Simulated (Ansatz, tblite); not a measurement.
Spin states of the cluster HAu₂ (the lowest doublet isomer of a short search), each relaxed with PBE-D4/def2-TZVP in Ansatz. Electronic energies in the gas phase.

In the def2 sets Au takes a core potential; there is no spin–orbit coupling. The xTB rows come from tblite. B3LYP takes the VWN-RPA correlation. HSE06 is defined as in plane-wave codes, on full-range PBE exchange. Correlated methods freeze no core orbitals; core or outer-core shells of Au are correlated, in sets that lack core-valence functions. In CCSD on the charge 0 quartet the largest single amplitude is 0.29, so its Hartree–Fock determinant may place the open shell otherwise than the density functionals do. The structure comes from a short search, and lower isomers may exist.

Doublet geometry:

```tsv
atom	x (Å)	y (Å)	z (Å)
Au1	-0.1961	-0.1504	-0.5331
Au2	0.3176	1.8704	1.0149
H3	-0.1215	-1.7200	-0.4817
```

Quartet geometry:

```xyz
3

Au    1.060    0.261    0.353
Au   -1.183   -1.259    0.517
H     0.124    0.999   -0.870
```

⟨S²⟩: doublet 0.76 at PBE0-D4/def2-TZVP (pure 0.75), quartet 3.76 at PBE0-D4/def2-TZVP (pure 3.75).

Only these spin states were relaxed.

Task: Estimate which spin state lies lowest at each of these levels, and by how much: GFN1-xTB; GFN2-xTB; HF/def2-TZVP; HF/def2-TZVPP; PBE-D4/def2-TZVP; revPBE-D4/def2-TZVP; r2SCAN-D4/def2-TZVP; B97M-V/def2-TZVP; B3LYP-D4/def2-TZVP; PBE0-D4/def2-TZVP; HSE06-D4/def2-TZVP; ωB97M-V/def2-TZVP; RPA@PBE/def2-TZVP; MP2/def2-TZVP; MP2/def2-TZVPP; CCSD/def2-TZVPP; CCSD(T)/def2-TZVPP.

Result: 
```
              level  quartet − doublet (kcal/mol)  lowest of these
           GFN1-xTB                          66.4          doublet
           GFN2-xTB                         126.5          doublet
       HF/def2-TZVP                          59.8          doublet
      HF/def2-TZVPP                          59.5          doublet
   PBE-D4/def2-TZVP                          78.3          doublet
revPBE-D4/def2-TZVP                          76.7          doublet
r2SCAN-D4/def2-TZVP                          76.0          doublet
   B97M-V/def2-TZVP                          77.8          doublet
 B3LYP-D4/def2-TZVP                          78.0          doublet
  PBE0-D4/def2-TZVP                          77.0          doublet
 HSE06-D4/def2-TZVP                          77.1          doublet
  ωB97M-V/def2-TZVP                          77.7          doublet
  RPA@PBE/def2-TZVP                          71.9          doublet
      MP2/def2-TZVP                          83.6          doublet
     MP2/def2-TZVPP                          86.3          doublet
    CCSD/def2-TZVPP                          79.0          doublet
 CCSD(T)/def2-TZVPP                          81.0          doublet
```

Change of the quartet − doublet gap on mixing in exact exchange, in kcal/mol: PBE to PBE0 (25 % exact exchange) -1.3. The xTB methods have no spin-polarisation term.
